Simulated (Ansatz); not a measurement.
Geometry optimisation, RKS PBE0/def2-SVP in Ansatz 0.2.0.

The input (input.yaml):

```yaml
crystal:
  periodic: [false, false, false]
  atoms:
    - { symbol: B, position_ang: [0.0, 0.0, 0.0] }
    - { symbol: Cl, position_ang: [0.0, 0.0, 1.86] }
    - { symbol: "N", position_ang: [1.3423, 0.0, -0.775] }
    - { symbol: H, position_ang: [1.8089, -0.9179, -1.0268] }
    - { symbol: H, position_ang: [1.7937, 0.9179, -1.0532] }
    - { symbol: "N", position_ang: [-1.3423, 0.0, -0.775] }
    - { symbol: H, position_ang: [-2.0112, -0.8164, -0.6764] }
    - { symbol: H, position_ang: [-1.5914, 0.8164, -1.4036] }
basis:
  gaussian: { orbitals: def2-SVP }
hamiltonian:
  xc: pbe0
relax:
  f_tol: 0.02
  max_steps: 40
```

Run as:

```bash
$ ansatz run input.yaml --threads 1 --pin off --max-ram 2048MiB --backend cpu --events-out ev --progress --plain --runs-dir out
```

Q: Where does it end, and by what steps?

A: The run converged. After 12 steps the energy has fallen by 2.386 eV; H4 moved furthest, 1.28 Å.

```json
{"step": "0", "energy less start (eV)": "0.0000", "largest force component (eV/Å)": "2.354", "accepted": "yes"}
{"step": "1", "energy less start (eV)": "-0.9206", "largest force component (eV/Å)": "1.398", "accepted": "yes"}
{"step": "2", "energy less start (eV)": "-1.4028", "largest force component (eV/Å)": "0.962", "accepted": "yes"}
{"step": "3", "energy less start (eV)": "-1.7118", "largest force component (eV/Å)": "1.066", "accepted": "yes"}
{"step": "4", "energy less start (eV)": "-1.8899", "largest force component (eV/Å)": "1.285", "accepted": "yes"}
{"step": "5", "energy less start (eV)": "-2.0400", "largest force component (eV/Å)": "0.653", "accepted": "yes"}
{"step": "6", "energy less start (eV)": "-2.1647", "largest force component (eV/Å)": "0.680", "accepted": "yes"}
{"step": "7", "energy less start (eV)": "-2.2763", "largest force component (eV/Å)": "0.508", "accepted": "yes"}
{"step": "8", "energy less start (eV)": "-2.3522", "largest force component (eV/Å)": "0.378", "accepted": "yes"}
{"step": "9", "energy less start (eV)": "-2.3745", "largest force component (eV/Å)": "0.181", "accepted": "yes"}
{"step": "10", "energy less start (eV)": "-2.3855", "largest force component (eV/Å)": "0.070", "accepted": "yes"}
{"step": "11", "energy less start (eV)": "-2.3859", "largest force component (eV/Å)": "0.044", "accepted": "yes"}
{"step": "12", "energy less start (eV)": "-2.3860", "largest force component (eV/Å)": "0.003", "accepted": "yes"}
```

```xyz
8
Properties=species:S:1:pos:R:3
B -0.004 0.030 -0.095
Cl -0.023 0.171 1.695
N 1.243 0.110 -0.743
H 1.361 0.042 -1.743
H 2.101 0.242 -0.228
N -1.237 -0.151 -0.748
H -2.106 -0.203 -0.238
H -1.334 -0.241 -1.750
```

Whether the end is a true minimum wasn't checked by a vibrational analysis.

The run took 41 s on 1 thread of Arm Neoverse V1, with other jobs on the host, peak memory 0.15 GiB.
